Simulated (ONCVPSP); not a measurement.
## What one change does to a pseudopotential (gallium (Ga), ONCV)

* Element: gallium
* Generator: ONCVPSP 4.0.1
* Type: optimised norm-conserving Vanderbilt (ONCV)
* Functional: PBEsol
* Relativity: scalar-relativistic
* Frozen core: [Ar]
* Valence charge: 13
* Reference configuration: 3d10 4s1 4p2
* Partial waves: 4s: rc 1.75 bohr, ncon 4, nbas 7, qcut 4.1 1/bohr, 2 projectors, debl 1.4 Ha; 4p: rc 2.05 bohr, ncon 4, nbas 7, qcut 3.8 1/bohr, 2 projectors, debl 1 Ha; 3d: rc 0.85 bohr, ncon 5, nbas 9, qcut 22.2 1/bohr, local
* Local potential: the d channel
* Core correction: Teter function, fcfact 3.5, rcfact 1.7

Change: core correction Teter function, fcfact 2.5, rcfact 1.4.

Cutoffs: the cutoffs (Ha) at which the residual kinetic energy of the hardest occupied pseudo-wave falls to 1 and 0.1 mHa per electron; they do not see the model core or the augmentation charge, which bear on the density cutoff. Errors are all-electron minus pseudo energies relative to the spin-unpolarised reference configuration.

Q: Predict the effect on cutoff, ghosts and configuration errors.

A: The potential gets neither clearly harder nor softer (168 Ha and 192 Ha → 168 Ha and 192 Ha); both files keep a bound ghost (p, s); of the 4 tests that both files solve, the error grows in 0 and shrinks in 3 by more than 15 % and 0.3 meV (median size 10.9 → 4.2 meV). A model core, the more so a compact one, raises the density cutoff, which this test does not measure.

| quantity | base | changed |
| --- | --- | --- |
| cutoff, loose | 168 Ha | 168 Ha |
| cutoff, tight | 192 Ha | 192 Ha |
| bound ghosts | s, p | s, p |
| GHOST(+) flags under 300 eV | s at 94.8 eV | s at 94.8 eV |
| error for 3d10 4s2 4p1, meV [ΔE -6.55 eV] | -3.6 | +0.3 |
| error for 3d10 4s2 4p0, meV [ΔE -0.87 eV] | -3.8 | -0.2 |
| error for 3d10 4s1 4p0, meV [ΔE 20.27 eV] | -18 | -8.0 |
| error for 3d9 4s2 4p1, meV [ΔE 21.16 eV] | -376 | -340 |
| s: phases at 1.78 bohr within 0.05 rad from the reference energy up to (Ha; the scan ends near 5) | 3.1 | 3.1 |
| p: phases at 2.08 bohr within 0.05 rad from the reference energy up to (Ha; the scan ends near 5) | 3.2 | 3.2 |
| d: phases at 0.86 bohr within 0.05 rad from the reference energy up to (Ha; the scan ends near 5) | to the end of the scan | to the end of the scan |
| rms error of d²Exc/dni dnj with the model core, mHa | 1.25 | 3.36 |

 A true bound ghost makes a file unfit for plane-wave use even where its test errors are small: the radial tests pick states by their node count and pass the ghost by.
